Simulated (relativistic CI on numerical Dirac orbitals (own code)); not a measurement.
# In XV: sensitivity of the levels to the model

Base calculation: Dirac-Coulomb-Breit CI, separate exchange-only KLI orbitals for each configuration, QED by a radiative potential, unscaled Slater integrals.

Configuration list (outside the closed core [Ar] 3d10): 4s2.4p5, 4s.4p6, 4s2.4p4.4d, 4s.4p5.4d, 4s2.4p4.4f, 4s.4p5.4f, 4p6.4d, 4s.4p4.4d2, 4s2.4p4.5s, 4s2.4p3.4d.4f, 4s2.4p4.5p, 4p5.4d2, 4p4.4d3, 4p4.4d2.4f, 4p4.4d2.5s. Double excitations out of closed p, d and f shells are left out; levels of such configurations are missing from the list, as are those of other unlisted configurations, and high levels can miss mixing partners. These lack a partner that the ground configuration has and come out too high: 4s2.4p4.5p.

Variants: (1) QED terms removed; (2) only the first 3 configurations. Shifts of the energy above 4s2.4p5 2P°_3/2, in cm⁻¹, for the lowest level and the first level of each name with at least 55 % of one term (blank where a level changes its place among those of its configuration and J or its character, or is not in the variant):

```csv
Level,Base,Δ(1),Δ(2)
4s2.4p5 2P°_3/2,0,0,0
4s2.4p5 2P°_1/2,68607,-123,+715
4s.4p6 2S_1/2,378570,+1101,+11796
4s2.4p4.4d 4D_5/2,494253,+122,+11295
4s2.4p4.4d 4D_3/2,494281,+132,+12048
4s2.4p4.4d 4D_7/2,500670,+100,+10785
4s2.4p4.4d 4F_9/2,520958,+103,+10333
4s2.4p4.4d 4P_1/2,541737,+113,+17080
4s2.4p4.4d 4D_1/2,549286,+36,
4s2.4p4.4d 4F_5/2,558809,+59,+10810
4s2.4p4.4d 2G_7/2,593016,+22,+13288
4s2.4p4.4d 2F_5/2,598316,+1,+16048
4s2.4p4.4d 2G_9/2,602641,-15,+11622
4s2.4p4.4d 2S_1/2,682186,+266,+28312
4s.4p5.4d 4P°_1/2,921150,+1495,
4s.4p5.4d 4P°_3/2,929172,+1478,
4s.4p5.4d 4F°_9/2,932279,+1369,
4s.4p5.4d 4F°_7/2,934966,+1383,
4s.4p5.4d 4F°_3/2,956000,+1350,
4s.4p5.4d 4D°_7/2,978714,+1391,
4s.4p5.4d 4D°_1/2,981949,+1376,
4s.4p5.4d 4D°_3/2,997260,+1326,
```

At this charge energies of transitions that change n are usually good to better than 1 %, and those within a shell (Δn = 0) to a few per cent.

Ionisation energy from the two ground configurations alone: base 367.292 eV. The NIST ASD value (theoretical) is 368 eV.

LS names give the leading component of a level, which can be under half, so a name can repeat, a term be missing and a line seem to break the LS rules.
